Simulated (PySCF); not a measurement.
C3H5BO2, SMILES C=CB(O)C=O.

Coordinates come from a r2SCAN-D4/def2-SVP optimisation. The structure was generated by enumeration, and PubChem lists no compound with its InChIKey, so it may never have been made. One conformer was computed; it need not be the lowest.

Two levels are set side by side: PBE/def2-TZVP (PySCF) and r2SCAN/def2-TZVP (PySCF). Same geometry, gas phase. Differences are taken from unrounded values.

```
quantity                     r2SCAN    PBE  PBE minus r2SCAN
---------------------------  ------  -----  ----------------
orbital gap (eV)               2.71   2.29             -0.42
highest occupied level (eV)   -6.15  -5.87              0.28
lowest empty level (eV)       -3.44  -3.58             -0.14
dipole moment (D)              2.00   1.88             -0.12
mean polarisability (bohr³)    57.0   58.4               1.3
```

Rough cost on one machine, each run with all the roots and properties that it gave: r2SCAN against PBE about 4 times.
